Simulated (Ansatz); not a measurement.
Consider the formal hydrolysis of the Si–S bond: `C[SiH](F)S[SiH](O)O` + H₂O → `O[SiH](O)O` + `C[SiH](F)S`.

Computed with Ansatz on PBE0-D4/def2-TZVP structures; ΔE is electronic, products minus reactants. CBS: MP2 limit from def2 TZ/QZ plus the TZ coupled-cluster correction, frozen cores. This one scheme is used for every species. DFT in def2-TZVPP. B3LYP here is the variant with VWN-RPA as its local correlation; programs differ in this. One conformer a species, not always the lowest.

```
             level  ΔE (kJ/mol)  difference from CCSD(T)/CBS
         r2SCAN-D4        -35.6                          0.4
          B3LYP-D4        -37.3                         -1.3
           ωB97M-V        -38.3                         -2.3
               PBE        -33.4                          2.6
            r2SCAN        -38.1                         -2.1
    MP2/def2-TZVPP        -36.2                         -0.2
SCS-MP2/def2-TZVPP        -44.0                         -8.0
     HF/def2-QZVPP        -67.8                        -31.8
    MP2/def2-QZVPP        -33.5                          2.5
      HF/CBS(def2)        -67.9                        -31.9
       CCSD(T)/CBS        -36.0                            0
```

Largest T1 diagnostic among the species: 0.012.

In def2-TZVPP, CCSD(T) changes the Hartree–Fock value by +25.5 kJ/mol (the triples alone add +5.5 kJ/mol) and MP2 by +30.6 kJ/mol. The D4 term adds +14.6 kJ/mol with B3LYP and +8.2 kJ/mol with PBE0; it sums over pairs of atoms, weighted by their polarisabilities, and B3LYP, whose exchange is more repulsive, gets the larger term. From PBE to PBE0 (25 % exact exchange), in def2-TZVPP and without D4, ΔE moves by −3.2 kJ/mol.
